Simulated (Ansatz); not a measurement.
`[SiH3][AsH2]` + `[NH2][AlH2]` → `[AlH2][NH][SiH3]` + `[AsH3]`  (cleavage of the Si–As bond)

Isolated molecules relaxed with PBE0-D4/def2-TZVP in Ansatz; ΔE leaves out vibrations. CBS: MP2 limit from def2 TZ/QZ plus the TZ coupled-cluster correction, frozen cores. This one scheme is used for every species. DFT in def2-TZVPP. HSE06 is defined as in plane-wave codes. For As outer-core shells are correlated without core-valence functions, which leaves a few kJ/mol of doubt a bond. Scalar relativity is left out up to krypton.

```
             level  ΔE (kJ/mol)  difference from CCSD(T)/CBS
            PBE-D4         -9.4                         12.5
           BLYP-D4        -19.6                          2.3
        r2SCAN0-D4        -19.4                          2.5
          HSE06-D4        -13.2                          8.7
          BHLYP-D4        -27.1                         -5.2
          PBE-QIDH        -19.7                          2.2
               PBE         -8.5                         13.4
            revPBE         -6.9                         15.0
              BLYP        -17.5                          4.4
              PBE0        -12.5                          9.4
             BHLYP        -26.6                         -4.7
         CAM-B3LYP        -25.9                         -4.0
RPA@PBE/def2-TZVPP        -28.0                         -6.1
  CCSD(T)/def2-SVP        -28.6                         -6.7
     HF/def2-TZVPP        -34.1                        -12.2
      HF/CBS(def2)        -35.7                        -13.8
       CCSD(T)/CBS        -21.9                            0
```

Largest T1 diagnostic among the species: 0.011.

From BLYP to BHLYP (50 % exact exchange), in def2-TZVPP and without D4, ΔE moves by −9.2 kJ/mol. In def2-TZVPP, CCSD(T) changes the Hartree–Fock value by +9.3 kJ/mol (the triples alone add +1.2 kJ/mol) and MP2 by +9.4 kJ/mol. At CCSD(T), def2-SVP lies −6.7 kJ/mol from the extrapolated value and def2-TZVPP −2.9 kJ/mol.
